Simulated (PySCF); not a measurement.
# Vertical excitation energies

Compound: C2H9B2N.
Cartesian coordinates in Å at the PBE0-D3(BJ)/def2-SVP level; atoms count from 1:
```
atom  x, y, z in Å
B1     2.2194   -0.1949    0.4834
N2     0.8872   -0.6612    0.4813
B3    -0.3152   -0.0433   -0.0230
C4    -0.3028    1.3724   -0.7074
C5    -1.6705   -0.8422    0.1077
H6     3.0776   -0.8816    0.9901
H7     2.4956    0.8710   -0.0108
H8     0.7445   -1.5675    0.9191
H9     0.6917    1.7849   -0.9189
H10   -0.8332    2.0826   -0.0477
H11   -0.8880    1.3503   -1.6420
H12   -1.8527   -1.3577   -0.8539
H13   -1.6702   -1.6167    0.8911
H14   -2.5378   -0.1821    0.2632
```

Computed, not measured: TDDFT wB97X-D/def2-SVPD, vertical, gas phase, core orbitals frozen in the response (PySCF).

Predict the UV-vis stick spectrum at this level.

```json
{"state": "S1", "E (eV)": "6.53", "E (kJ/mol)": "630", "λ (nm)": "190.0", "f": "0.0004", "main configurations (H = HOMO, L = LUMO)": "H-1→L (60%), H→L (33%)"}
{"state": "S2", "E (eV)": "6.83", "E (kJ/mol)": "659", "λ (nm)": "181.4", "f": "0.0018", "main configurations (H = HOMO, L = LUMO)": "H→L (55%), H-1→L (31%), H→L+3 (10%)"}
{"state": "S3", "E (eV)": "7.36", "E (kJ/mol)": "710", "λ (nm)": "168.5", "f": "0.363", "main configurations (H = HOMO, L = LUMO)": "H-2→L (96%)"}
{"state": "S4", "E (eV)": "7.98", "E (kJ/mol)": "770", "λ (nm)": "155.3", "f": "0.020", "main configurations (H = HOMO, L = LUMO)": "H-3→L (81%)"}
{"state": "S5", "E (eV)": "8.39", "E (kJ/mol)": "809", "λ (nm)": "147.9", "f": "0.039", "main configurations (H = HOMO, L = LUMO)": "H→L+1 (88%)"}
{"state": "S6", "E (eV)": "8.52", "E (kJ/mol)": "822", "λ (nm)": "145.5", "f": "0.029", "main configurations (H = HOMO, L = LUMO)": "H-2→L+1 (85%)"}
{"state": "S7", "E (eV)": "8.73", "E (kJ/mol)": "843", "λ (nm)": "141.9", "f": "0.0027", "main configurations (H = HOMO, L = LUMO)": "H→L+3 (44%), H-1→L+3 (13%), H-4→L (13%)"}
{"state": "S8", "E (eV)": "8.78", "E (kJ/mol)": "847", "λ (nm)": "141.3", "f": "0.022", "main configurations (H = HOMO, L = LUMO)": "H-1→L+1 (73%), H-1→L+2 (13%)"}
{"state": "S9", "E (eV)": "9.12", "E (kJ/mol)": "880", "λ (nm)": "135.9", "f": "0.0013", "main configurations (H = HOMO, L = LUMO)": "H-1→L+3 (47%), H→L+3 (25%)"}
{"state": "S10", "E (eV)": "9.17", "E (kJ/mol)": "885", "λ (nm)": "135.2", "f": "0.0020", "main configurations (H = HOMO, L = LUMO)": "H-4→L (65%), H→L+3 (12%)"}
```

Triplets, Tamm–Dancoff:

```
state  E (eV)  λ (nm)  main configurations (H = HOMO, L = LUMO)
   T1    6.02   206.0                    H-1→L (70%), H→L (20%)
   T2    6.22   199.4                               H-2→L (95%)
   T3    6.46   192.1       H→L (63%), H-1→L (17%), H→L+3 (15%)
   T4    7.48   165.7                               H-3→L (72%)
```

The lowest singlet comes at 190 nm (630 kJ/mol) in the vacuum ultraviolet; it is dark (f under 0.0005); its leading configuration is HOMO-1→LUMO (60%). The strongest level in the table is S3 at 7.36 eV (169 nm, f = 0.363). Löwdin shares by element: HOMO carbon 43%, boron 21% or more, nitrogen 7% (atoms not listed hold the other 29%); LUMO boron 56%, nitrogen 15%, hydrogen 8% or more (atoms not listed hold the other 21%). Orbital energies (eV): HOMO-3 -11.82, HOMO-2 -11.02, HOMO-1 -10.94, HOMO -10.64, LUMO 1.05, LUMO+1 1.81, LUMO+2 2.59. The oscillator strengths of these states sum to 0.480; summed over the whole spectrum of an exact calculation they would give the number of electrons, 38 (Thomas–Reiche–Kuhn). The listed states span 2.64 eV, and the widest gap between neighbours is 0.63 eV (S3 to S4). All these states lie below the vertical ionisation energy of 10.92 eV (ΔSCF). Singlets were solved by full linear response, triplets in the Tamm–Dancoff approximation.

Hardware: one thread, Arm Neoverse N1 (aarch64), shared host with 64 logical CPUs at a one-minute load of 61. Cost: 4.1 min (grids of density and orbitals included), 0.88 GiB resident at most.
